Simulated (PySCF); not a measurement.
Species: C6H9ClO.
Z-matrix (Å and degrees, GFN2-xTB geometry), rows numbered from 1:
```
Cl
C   1  1.7827
C   2  1.5235  1  110.75
C   3  1.5409  2  112.70  1   -67.58
C   4  1.5374  3  106.37  2   -89.15
C   5  1.5133  4  103.46  3   -28.54
O   6  1.4004  5  114.71  4   -45.50
C   7  1.3969  6   63.10  5    98.14
H   2  1.0902  1  106.69  3   121.16
H   2  1.0897  1  107.00  3  -121.40
H   3  1.0928  2  109.28  1    56.39
H   4  1.0892  3  108.82  2   153.31
H   4  1.0879  3  111.45  2    33.64
H   5  1.0887  4  111.72  3  -149.41
H   5  1.0911  4  111.88  3    88.67
H   6  1.0829  5  120.21  4   168.31
H   8  1.0832  3  119.73  2   -48.30
```

Jobs on this species (17 atoms, 70 electrons) with PySCF (density fitting). Hardware of each: an AMD EPYC with one thread, no GPU, shared host. Times come from a shared host and carry two figures at best. Peak memory is the resident size of the whole Python process, interpreter and libraries included.

Task: Rank these jobs by wall time, shortest first.
A. OLYP/pcSseg-0; shieldings, ring-centre shieldings, charges and field gradients; 94 basis functions
B. B97-2/pcSseg-0; shieldings, ring-centre shieldings; 94 basis functions
C. PBE0/pcSseg-1; shieldings, ring-centre shieldings, charges and field gradients; 188 basis functions
D. PBE0/ANO-RCC-VDZP, damping 0.3 at the start, DIIS from the seventh cycle, energy threshold 1e-07 Eh; shieldings, ring-centre shieldings; 161 basis functions

Result: B (22 s), A (48 s), C (80 s), D (2.3 min).

All jobs:

```tsv
level and settings	work	basis functions	SCF cycles	wall time	peak memory
B97-2/pcSseg-0	shieldings, ring-centre shieldings	94	12	22 s	0.60 GiB
wB97X-D/pcSseg-0	spin–spin couplings from 15 perturbed nuclei, spin–dipole term left out	94	12	41 s	0.79 GiB
OLYP/pcSseg-0	shieldings, ring-centre shieldings, charges and field gradients	94	14	48 s	0.65 GiB
BHandHLYP/def2-SVP, IEF-PCM benzene, level shift 0.2 Eh, energy threshold 1e-08 Eh	shieldings, ring-centre shieldings	161	10	57 s	0.96 GiB
KT3/3-21G, damping 0.3 at the start, DIIS from the seventh cycle, fitting basis def2-qzvpp-jkfit	shieldings, ring-centre shieldings, charges and field gradients	94	20	65 s	0.49 GiB
PBE0/pcSseg-1	shieldings, ring-centre shieldings, charges and field gradients	188	14	80 s	0.84 GiB
PW91/def2-SVP, grid level 3, fitting basis def2-universal-jkfit	shieldings, ring-centre shieldings, charges and field gradients	161	11	1.7 min	0.69 GiB
PBE0/def2-SVPD	6 singlets by full TDDFT, 2 Tamm–Dancoff triplets, polarisability	242	14	1.7 min	0.95 GiB
PBE0/ANO-RCC-VDZP, damping 0.3 at the start, DIIS from the seventh cycle, energy threshold 1e-07 Eh	shieldings, ring-centre shieldings	161	13	2.3 min	1.0 GiB
```

Task: What do all jobs in the table cost together?

Result: About 11 min; the longest takes about 21 % of that, and about 6.3 times as long as the shortest.

wB97X-D is run here without its empirical dispersion term; that term would change no orbital, density or response property at a fixed geometry.
